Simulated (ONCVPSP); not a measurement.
# Reading a pseudo-wave (C (Z = 6))

Columns: radius, all-electron u(r) and pseudo u(r) of the 2s shell (level -40.38 eV) of carbon in the configuration [He] 2s2; PBE, scalar-relativistic, ONCV scheme, ONCVPSP 4.0.1.

```
r (bohr)  all-electron  pseudo
   0.057       -0.2899  0.0359
   0.115       -0.3976  0.0736
   0.172       -0.3895  0.1129
   0.230       -0.3127  0.1566
   0.288       -0.1975  0.2054
   0.345       -0.0667  0.2588
   0.402        0.0688  0.3171
   0.460        0.2032  0.3805
   0.518        0.3289  0.4461
   0.575        0.4408  0.5113
   0.632        0.5400  0.5761
   0.690        0.6275  0.6403
   0.747        0.7007  0.7005
   0.805        0.7622  0.7567
   0.862        0.8105  0.8048
   0.920        0.8478  0.8442
   0.977        0.8740  0.8724
   1.035        0.8909  0.8905
   1.092        0.8989  0.8989
   1.150        0.8995  0.8995
   1.208        0.8934  0.8934
   1.265        0.8818  0.8817
   1.322        0.8655  0.8655
   1.380        0.8450  0.8450
   1.438        0.8212  0.8212
   1.495        0.7954  0.7954
```

**Question.** How many radial nodes do the two functions have?

**Answer.** The all-electron 2s function has n − l − 1 = 1; the pseudo-wave has 0, since the states of the same l below it are removed with the core.

**Question.** At about which radius was the pseudo-wave matched?

**Answer.** 1.15 bohr. The columns agree to 0.0005 from 1.03 bohr on; several derivatives are matched, so the curves merge somewhat inside the radius.

**Question.** Is the pseudo-wave norm-conserving?

**Answer.** Yes: the ONCV scheme keeps the norm inside the radius equal to the all-electron one, which fixes the energy derivative of the logarithmic derivative at the level.
